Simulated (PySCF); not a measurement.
Electron correlation in S (sulfur, neutral)

[Ne] 3s1 3p5, high-spin 3P determinant (an excited configuration). Computed with PySCF 2.14 in aug-cc-pwCVDZ (6s5p3d, 36 functions), with the non-relativistic Hamiltonian (point nucleus). Frozen: 1s2; 14 electrons correlated.

MP2 pair energies summed by pair of shells (mhartree):

| pair | energy | share (%) |
| --- | --- | --- |
| 3p-3p | -123.60 | 44.0 |
| 2p-2p | -85.99 | 30.6 |
| 2s-2p | -24.53 | 8.7 |
| 2p-3p | -22.33 | 7.9 |
| 3s-3p | -11.21 | 4.0 |
| 2s-2s | -4.80 | 1.7 |
| 2p-3s | -4.16 | 1.5 |
| 2s-3p | -3.74 | 1.3 |
| 2s-3s | -0.64 | 0.2 |

Total MP2 correlation energy: -280.99 mhartree.

Same-spin part -71.40 and opposite-spin part -209.59 mhartree; SCS-MP2 scales them by 1/3 and 6/5 to -275.31 mhartree.
